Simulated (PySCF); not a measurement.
Input of a run (PBE0-D3(BJ)/def2-SVP geometry optimisation, gas phase (PySCF 2.14.0)), started from GFN2-xTB:
```
{"job": {"xc": "PBE0", "basis": "def2-SVP", "d3": "d3bj", "grid": 1, "kind": "geom"}, "charge": 0, "multiplicity": 1}
Si    -1.705327     0.776041     0.457454
N     -0.093922     0.168477     0.695831
Si     0.810032    -0.843543    -0.364053
S      2.794893    -0.993834     0.448556
H     -1.726097     1.357320    -0.881537
H     -1.900282     1.763776     1.516285
H     -2.690578    -0.304617     0.550372
H      0.234859     0.197688     1.648898
H      0.881508    -0.197533    -1.666956
H      0.362728    -2.227931    -0.431719
H      3.037611     0.306826     0.495420
```

Output (energies in Eh, forces in Eh/bohr):
```
step   0  E = -1035.40333536  max force = 0.018791
step   1  E = -1035.40857998  max force = 0.006298
step   2  E = -1035.40894540  max force = 0.001194
step   3  E = -1035.40915069  max force = 0.002323
step   4  E = -1035.40943460  max force = 0.003769
step   5  E = -1035.40985007  max force = 0.004003
step   6  E = -1035.41022364  max force = 0.002193
step   7  E = -1035.41034749  max force = 0.001577
step   8  E = -1035.41037443  max force = 0.000794
step   9  E = -1035.41039941  max force = 0.000706
step  10  E = -1035.41041244  max force = 0.000675
step  11  E = -1035.41044266  max force = 0.000754
step  12  E = -1035.41046494  max force = 0.000498
step  13  E = -1035.41049386  max force = 0.000736
step  14  E = -1035.41051105  max force = 0.000697
step  15  E = -1035.41053575  max force = 0.000641
step  16  E = -1035.41055887  max force = 0.000668
step  17  E = -1035.41056740  max force = 0.000535
step  18  E = -1035.41056471  max force = 0.000325
step  19  E = -1035.41056572  max force = 0.000192
optimisation converged
```

Summarise the run.

The energy falls by 0.197 eV over 20 energy and gradient evaluations, the largest force component goes from 0.0188 to 1.9e-04 Eh/bohr, and the atoms move by 0.617 Å rms after alignment. Among the bonds, Si1–H6 and Si3–H10 change most and about equally (+0.035 to +0.036 Å). Bonds longer at the end by more than 0.005 Å: 9 of 10; shorter: 0. Among the angles that change most is N2–Si1–H6, from 105.1° to 112.3°. Among the dihedrals that turn most is Si1–N2–Si3–H9, from 56° to -13°. The energy rose by more than 1e-6 Eh at step 18. The first step brought 73 % of the lowering.

What are the final bond lengths?

Si1–N2 1.744 Å, N2–Si3 1.733 Å, Si3–S4 2.150 Å, Si1–H5 1.492 Å, Si1–H6 1.497 Å, Si1–H7 1.495 Å, N2–H8 1.018 Å, Si3–H9 1.490 Å, Si3–H10 1.491 Å, S4–H11 1.351 Å. Numbering counts from 1 in the input's order; the species is `[SiH3]N[SiH2]S`.

The run used 103 basis functions and 127 SCF cycles in all. Time: 90 s wall; peak memory 0.54 GiB. Hardware: one thread of an Intel Xeon Platinum 8259CL at 2.50 GHz, no GPU, shared host with 96 logical CPUs at a one-minute load of 57.

Stationary, but not proved a minimum. One conformer, not necessarily the lowest.
